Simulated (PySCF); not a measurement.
AuClH3N, SMILES [NH3]->[Au][Cl], multiplicity 1. Coordinates come from a B3LYP-D3(BJ)/def2-TZVP optimisation. The spin state was assumed, not searched. The def2 effective core potentials stand for the cores of Au; spin–orbit coupling is left out.

Level of theory: B3LYP-D3(BJ)/def2-TZVP (PySCF).

Harmonic wavenumbers (cm⁻¹): 127, 127, 360, 429, 680, 680, 1245, 1659, 1659, 3457, 3557, 3557. Rotational constants (GHz): 185.4, 1.975, 1.975; symmetry number 3.

Work out the zero-point energy and the ideal-gas rigid-rotor harmonic-oscillator thermochemistry at 298.15 K and 1 atm.

ZPE = ½ Σ hcν = ½ × 17539 cm⁻¹ = 25.07 kcal/mol. H − E(el) = 28.86 kcal/mol. Entropy in cal/(mol K): translation 42.44, rotation 21.43, vibration 8.67, total 72.54. G − E(el) = 7.23 kcal/mol. Cp = 16.76 cal/(mol K). Modes under 150 cm⁻¹ make the vibrational entropy uncertain.
